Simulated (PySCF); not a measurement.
**Correlation energy of S (sulfur, neutral)**

[Ne] 3s2 3p4, high-spin 3P determinant. Computed with PySCF 2.14 in 6-31G*, with no relativity, point nucleus. Frozen: [Ne]; 6 electrons correlated.

MP2 pair energies summed by pair of shells (mhartree):

```tsv
pair	energy	share (%)
3s-3p	-34.94	45.8
3p-3p	-33.83	44.4
3s-3s	-7.51	9.8
```

Total MP2 correlation energy: -76.29 mhartree.

Same-spin part -17.92 and opposite-spin part -58.37 mhartree; SCS-MP2 scales them by 1/3 and 6/5 to -76.01 mhartree.

| level | correlation energy (mhartree) |
| --- | --- |
| CCSD | -93.93 |
| (T) | -1.34 |
| CCSD(T) | -95.27 |

Diagnostics: T1 = 0.0062, D1 = 0.0179, largest double amplitude 0.045.

Cost of the coupled-cluster step: 0.07 s of wall time on 1 thread of Intel(R) Xeon(R) Platinum 8488C (shared host), for 6 correlated electrons.
